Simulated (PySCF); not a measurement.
CCl2, SMILES Cl[C]Cl (connectivity only; charge and spin as stated), neutral, multiplicity 1.

Geometry: PBE0-D3(BJ)/def2-TZVP. The isomer is the one that the SMILES or the coordinates give; other isomers of the formula were not compared.

Two levels are set side by side: PBE/def2-TZVPD (PySCF) and PBE0/def2-TZVPD (PySCF). Same geometry, gas phase. Differences are taken from unrounded values.

| quantity | PBE0 |
|---|---|
| orbital gap (eV) | 4.15 |
| highest occupied level (eV) | -7.55 |
| lowest empty level (eV) | -3.40 |
| dipole moment (D) | 1.13 |
| mean polarisability (bohr³) | 43.5 |

**Question.** What does PBE give, and how far is it from PBE0? (An estimate is asked for; the answer gives what the named calculation found.)

**Answer.** 
```
quantity                       PBE  PBE minus PBE0
---------------------------  -----  --------------
orbital gap (eV)              1.80           -2.35
highest occupied level (eV)  -6.19            1.35
lowest empty level (eV)      -4.40           -1.00
dipole moment (D)             1.16            0.03
mean polarisability (bohr³)   45.6             2.0
```

Without exact exchange PBE keeps part of each electron's self-repulsion, which lifts occupied levels and narrows the gap. PBE's more diffuse valence density responds more strongly to a field. Differences between two approximate levels are no errors against the true value.

Rough cost on one machine, each run with all the roots and properties that it gave: PBE0 against PBE within a factor of 2.
